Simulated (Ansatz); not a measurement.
Zr3O7H2⁺. Total charge 1; doublet. Geometry PBE0-D4/def2-SVP, that of the neutral singlet; atoms count from 1.

Cartesian coordinates in Å:
```
Zr 1.3786 -1.0105 -1.2077
Zr -0.0695 0.3131 1.2861
Zr -1.5577 0.0483 -1.3623
O 2.7691 -1.1696 -2.2585
O 0.1710 0.8493 -0.6935
O 1.8312 -0.5284 0.8865
O -0.0957 1.4919 2.8081
O 0.7832 -1.5687 0.9348
O -0.4701 -1.3334 -2.0747
O -1.8393 -0.1743 0.5720
H -0.1608 2.0407 3.5895
H -2.7399 1.0416 -2.4802
```

In the def2 sets Zr takes a core potential; there is no spin–orbit coupling. The structure holds one bond between oxygen atoms, so isomers without such links may lie far lower. The structure comes from a short search, and lower isomers may exist.

(1) Estimate the Mulliken populations from the PBE0/def2-TZVP orbitals of Ansatz.

(2) Where does the spin sit?

(3) And the Mayer bond orders between bonded heavy atoms (over 0.3)?

Results:

(1) 
| atom | charge (e) | spin (α − β) | d electrons |
| --- | --- | --- | --- |
| Zr1 | 1.55 | -0.07 | 1.86 |
| Zr2 | 1.68 | 0.00 | 1.75 |
| Zr3 | 1.46 | 0.02 | 1.88 |
| O4 | -0.42 | 0.52 | – |
| O5 | -0.82 | 0.01 | – |
| O6 | -0.37 | 0.03 | – |
| O7 | -0.73 | 0.00 | – |
| O8 | -0.37 | 0.03 | – |
| O9 | -0.67 | 0.16 | – |
| O10 | -0.69 | 0.02 | – |
| H11 | 0.37 | 0.00 | – |
| H12 | 0.01 | 0.28 | – |
Mulliken values and Mayer orders depend strongly on the basis.

(2) Summed by element: Zr -0.06, O 0.78, H 0.28, of 1 unpaired in all. Largest on single atoms: O4 0.52, H12 0.28, O9 0.16.

(3) Zr1–O4 1.64 (1.75 Å); Zr1–O5 0.45 (2.28 Å); Zr1–O6 0.49 (2.20 Å); Zr1–O8 0.40 (2.29 Å); Zr1–O9 0.81 (2.07 Å); Zr2–O5 0.61 (2.06 Å); Zr2–O6 0.49 (2.12 Å); Zr2–O7 1.03 (1.93 Å); Zr2–O8 0.57 (2.10 Å); Zr2–O10 0.94 (1.97 Å); Zr3–O5 0.77 (2.02 Å); Zr3–O9 1.12 (1.90 Å); Zr3–O10 1.03 (1.97 Å); O6–O8 0.82 (1.48 Å).
